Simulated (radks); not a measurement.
Values are calculated unless marked as measured or tabulated.
Problem. These are the eigenvalues of the occupied orbitals of an atom or ion with whole-number occupations (Ry). Code: a radial shooting solver on a logarithmic mesh with Libxc functionals. Model: scalar-relativistic Kohn-Sham, PBEsol, spin-polarised, spherical densities, point nucleus.

orbital  eigenvalue
1s up     -6666.302
1s down   -6666.299
2s up     -1200.257
2s down   -1200.256
2p up     -1027.040
2p down   -1027.038
3s up     -292.0192
3s down   -292.0176
3p up     -242.5488
3p down   -242.5472
3d up     -192.9101
3d down   -192.9087
4s up     -69.33814
4s down   -69.33565
4p up     -53.13210
4p down   -53.12926
4d up     -34.63027
4d down   -34.62701
5s up     -14.61874
5s down   -14.61266
4f up     -14.25272
4f down   -14.24917
5p up     -10.05916
5p down   -10.04938
5d up      -4.97369
5d down    -4.94351
6s up      -3.78713

Which element is it, and in what charge state? The configuration may be excited. Open shells, if any, are filled with parallel spins first.

Solution. Z = 83, bismuth, charge +4: Bi4+ in [Xe] 4f14 5d10 6s1. The list shows which subshells hold electrons but not how many an open one holds; the 1s level, -3333.2 hartree, gives Z - s = 81.6 by -(Z - s)^2/2, which with screening and relativity narrows Z to a few neighbours, and the depths of the outer levels then fix element, charge and occupations together.
